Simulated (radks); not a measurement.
Problem. These are the eigenvalues of the occupied orbitals of an atom or ion with whole-number occupations (eV). Calculated with a radial shooting solver on a logarithmic mesh with Libxc functionals: Dirac Kohn-Sham, BLYP, spin-unpolarised, spherical densities, finite nucleus; Fermi nuclear charge, rms radius of each element as measured or else 0.836 A^(1/3) + 0.57 fm.

1s1/2: -50152.29
2s1/2: -9718.821
2p1/2: -9325.406
2p3/2: -8671.887
3s1/2: -3364.050
3p1/2: -3201.032
3p3/2: -3054.985
3d3/2: -2787.230
3d5/2: -2754.162

Which element is it, and in what charge state? The configuration may be excited. Open shells, if any, fill j = l - 1/2 first.

Solution. Z = 63, europium, charge +38: Eu38+ in [Ar] 3d7. The list shows which subshells hold electrons but not how many an open one holds; the 1s level, -1843.1 hartree, gives Z - s = 60.7 by -(Z - s)^2/2, which with screening and relativity narrows Z to a few neighbours, and the depths of the outer levels then fix element, charge and occupations together.
